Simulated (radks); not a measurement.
Results of a calculation; reference values are marked as such.
Numerical settings for neutral xenon, [Xe]. Level of theory: scalar-relativistic Kohn-Sham, PBE, spin-polarised, spherical densities, point nucleus (a radial shooting solver on a logarithmic mesh with Libxc functionals). The defaults (mesh step 0.008 in ln r, mesh end at 40 bohr or more with all orbitals vanishing there, Anderson mixing 0.5 over 9 steps, residual threshold near 1e-9 with the energy settled to 1e-9 hartree or 1e-11 of itself, here a cap of 66 iterations) give E = -7447.3013 hartree and 5p at -8.235 eV in 12 iterations. Run on one thread of a shared host, so times are rough (Arm Neoverse V1): 0.23 s of CPU time, 0.23 s wall, 12 iterations on 2725 mesh points. Changes against that run (0 stands for a change within the tolerance of the run):

| setting | iterations | converged | E (mhartree) | e(5p) (meV) | CPU (s) |
|---|---|---|---|---|---|
| mesh step in ln r 0.012 | 12 | yes | 0 | 0 | 0.15 |
| mesh step in ln r 0.08 | 11 | no | diverged | - | 0.07 |
| mesh step in ln r 0.02 | 12 | yes | +0.000595 | 0 | 0.1 |
| mesh end (bohr) 8 | 12 | yes | +0.829 | +42.9 | 0.21 |
| mesh end (bohr) 5 | 12 | yes | +86.3 | +1.68e+03 | 0.2 |
| residual threshold 0.1 | 9 | yes | 0 | +0.207 | 0.19 |
| residual threshold 0.001 | 9 | yes | 0 | +0.207 | 0.19 |
| mixing 0.01 | 19 | yes | 0 | 0 | 0.33 |
| linear mixing, mixing 0.5 | 30 | yes | 0 | 0 | 0.44 |
| linear mixing, mixing 0.05 | 66 | no | +3.31 | -163 | 1 |
| mixing history 20 | 16 | yes | 0 | 0 | 0.27 |
| iteration cap 8 | 8 | no | 0 | +0.207 | 0.16 |

Settings that end as converged yet miss the energy by more than 1 mhartree: mesh end (bohr) 5 (+0.0863 hartree). A mesh that ends early acts as a hard wall.
